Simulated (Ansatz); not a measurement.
Born–Oppenheimer molecular dynamics of Cl3FHOTa (7 atoms, charge 0, multiplicity 1). It starts from a relaxed structure.

Method: Ansatz 0.2.0, RKS PBE/def2-SVP.

```yaml
ensemble: NVT, Nosé–Hoover chain
time_step: 0.5 fs
steps_asked: 166
set_temperature: 700 K
thermostat: time constant 100 fs, chain length 3 (defaults)
seed: 489216
```

First frame:

```xyz
7
Properties=species:S:1:pos:R:3
Ta -0.029 -0.026 -0.016
O 1.859 -0.061 0.021
H 2.457 -0.173 0.783
Cl -0.038 -0.189 2.347
Cl -0.005 -0.108 -2.357
Cl -0.979 2.075 0.034
F -1.087 -1.582 -0.023
```

(1) How far do the bonds stretch over the last three quarters of this one trajectory? (Pairs bonded in most of those frames.)

## Answers

(1) 
| bond | mean (Å) | spread (Å) | shortest | longest |
| --- | --- | --- | --- | --- |
| Ta1–O2 | 1.912 | 0.078 | 1.78 | 2.02 |
| Ta1–Cl4 | 2.369 | 0.012 | 2.35 | 2.38 |
| Ta1–Cl5 | 2.353 | 0.065 | 2.28 | 2.45 |
| Ta1–Cl6 | 2.284 | 0.031 | 2.25 | 2.34 |
| Ta1–F7 | 1.885 | 0.017 | 1.86 | 1.91 |
| O2–H3 | 0.978 | 0.028 | 0.93 | 1.02 |

Mean temperature of the second half: 417 K. The conserved energy stayed within 0.21 meV per atom of its start (net change 0.17 meV per atom), so the integration is sound. The mean temperature of the second half is 40 % below the set value. A run of 0.083 ps of so small a system gives no equilibrium averages.

Run time: 4.3 min on 4 threads of Arm Neoverse V1, on a shared host, peak memory 0.18 GiB.
